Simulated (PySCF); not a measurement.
**Relaxation of singlet CoH₅**

Method: PySCF, PBE, basis Co def2-TZVP, H def2-TZVP (no relativity, density fitting). A (50,194) grid was used.

A start at the PBE0 minimum, of Cs symmetry, held to at least that symmetry:

Coordinates in bohr (charge 0 multiplicity 1):
```
Co   -0.0017    0.0595    0.0000
H     0.0000   -2.6853    0.0000
H     2.6494   -1.1856    0.0000
H    -2.7947    0.0076    0.8299
H    -2.7947    0.0076   -0.8299
H     3.0367    0.3761    0.0000
```

Problem. What forces act on the atoms at the start (eV/Å)?

Solution. 
```json
{"atom": "Co1", "Fx": "0.19", "Fy": "-0.06", "Fz": "0.00"}
{"atom": "H2", "Fx": "-0.13", "Fy": "0.05", "Fz": "0.00"}
{"atom": "H3", "Fx": "-0.10", "Fy": "-0.39", "Fz": "0.00"}
{"atom": "H4", "Fx": "0.00", "Fy": "-0.02", "Fz": "0.52"}
{"atom": "H5", "Fx": "0.00", "Fy": "-0.02", "Fz": "-0.52"}
{"atom": "H6", "Fx": "0.04", "Fy": "0.44", "Fz": "0.00"}
```

Problem. What does it relax to?

Solution. It ends at Cs with Co–H 1.445 Å, Co–H 1.523 Å (×2), Co–H 1.547 Å, Co–H 1.610 Å, H–H 0.884 Å, H–H 0.954 Å; Co–H–H 69.8°, Co–H–H 71.8° (×2), Co–H–H 77.7°, H–Co–H 32.5°, H–Co–H 36.5°, H–Co–H 66.2°, H–Co–H 86.2° (×2), H–Co–H 98.6°, H–Co–H 147.1° (×2), H–Co–H 161.2° (×2) (after a last refinement on a finer grid). A frequency run shows a minimum.

Problem. How much energy is released, and in how many steps?

Solution. 2.7 kJ/mol in 8 steps.

The relaxation took 8.5 s on 2 threads of a shared Arm Neoverse V2 host, with 75 basis functions and 9 gradients; the process peaked at 0.62 GiB. Launch command: `OMP_NUM_THREADS=2 python axn.py task.json out`.
